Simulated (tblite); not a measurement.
Compound: C6H7FN2O.
Atom-mapped SMILES: `[CH3:1][CH2:2][C@@H:3]([F:4])[O:5][CH:6]([C:7]#[N:8])[C:9]#[N:10]` (hydrogens: H11, H12, H13 on C1; H14, H15 on C2; H16 on C3; H17 on C6)

Cartesian coordinates in Å at the GFN2-xTB level; atoms count from 1:
```xyz
17
C6H7FN2O angstrom
C     -2.6509    0.6973   -0.2077
C     -1.2045    0.6811   -0.6824
C     -0.3267   -0.1518    0.2379
F     -0.7321   -1.4771    0.2071
O      0.9774   -0.0783   -0.2092
C      1.9311   -0.7666    0.5923
C      2.1125   -0.1317    1.8965
N      2.2152    0.3831    2.9097
C      3.2112   -0.7650   -0.1055
N      4.2169   -0.7644   -0.6421
H     -2.7256    1.1378    0.7839
H     -3.0478   -0.3141   -0.1688
H     -3.2573    1.2814   -0.8937
H     -0.7882    1.6885   -0.7052
H     -1.1353    0.2561   -1.6848
H     -0.4261    0.1527    1.2954
H      1.6232   -1.8170    0.7532
```

Level: GFN2-xTB in tblite, geometry and Hessian alike; calculated harmonic values, unscaled, isolated species. The method is semi-empirical: single wavenumbers can be off by several per cent or more. One conformer, not necessarily the lowest.

Harmonic wavenumbers (cm⁻¹): 40.0, 53.6, 90.0, 97.3, 111.4, 200.1, 207.5, 222.4, 289.9, 365.1, 368.9, 463.8, 496.7, 553.6, 561.2, 649.2, 799.3, 883.2, 895.8, 959.5, 1023.1, 1037.5, 1081.9, 1105.0, 1114.0, 1142.4, 1195.5, 1221.2, 1231.5, 1284.2, 1308.2, 1344.1, 1414.5, 1462.3, 1493.6, 1496.6, 2400.8, 2423.4, 2813.2, 2846.0, 3001.2, 3007.6, 3040.6, 3050.3, 3057.7.

A = 2285, B = 737.0, C = 643.4 MHz; mass 142.054 u (most abundant isotopes); point group C1, symmetry number 1.

Q: Zero-point energy?

A: ½Σν̃ = 26952 cm⁻¹ = 322.42 kJ/mol.

Q: What is S at 400 K and 1 bar for an ideal gas of classical rigid rotors and harmonic oscillators?

A: Translation 176.78, rotation 129.49, vibration 186.57: S = 492.8 J/(mol K).

Q: And Cp and H(400 K) − H(0)?

A: Cp = 198.44 J/(mol K), of which vibrations give 165.19 (their classical limit is 45 R = 374.2); H(400 K) − H(0) = 49.70 kJ/mol without the zero-point energy, 36.40 from vibrations.

Q: How do the functions run with temperature in this model?

A: 
```
T (K)  S (J/(mol K))  Cp (J/(mol K))  H − H(0) (kJ/mol)  G − H(0) (kJ/mol)  ln q(vib)
  100          308.5            88.5               6.12             -24.73       2.46
  200          382.3           127.5              16.99             -59.47       5.70
  300          440.9           163.9              31.55            -100.71       8.69
  500          540.4           228.2              71.08            -199.13      14.17
  800          662.4           290.1             149.66            -380.25      21.56
 1000          730.1           316.7             210.48            -519.65      26.00
```

q(vib) and H(0) count from the zero-point level.

Q: Blend soft modes into free rotors: weight 1/[1 + (100 cm⁻¹/ν̃)⁴] for the oscillator and the rest for a rotor with moment μB/(μ + B), μ = h/(8π²ν), B = 10⁻⁴⁴ kg m². What vibrational entropy results?

A: 167.64 J/(mol K) in place of 186.57, which changes −T·S at 400 K by +7.57 kJ/mol.

Q: What must be added to the electronic energy to get the Gibbs energy at 400 K and 1 bar?

A: ZPE + [H(400 K) − H(0)] − T·S = 322.42 + 49.70 − 197.13 = 174.99 kJ/mol.

Q: Which modes carry the vibrational entropy at 400 K?

A: 40.0 cm⁻¹: 24.44; 53.6 cm⁻¹: 22.01; 90.0 cm⁻¹: 17.73; 97.3 cm⁻¹: 17.09; 111.4 cm⁻¹: 15.97; 200.1 cm⁻¹: 11.23 J/(mol K); the other 39 give 78.10 together.

Hindered rotation and anharmonicity are outside this model. Other conformers, if any are populated, would add a mixing term that is left out. The structure is chiral; the term R ln 2 for an equal mix with its mirror image is left out.
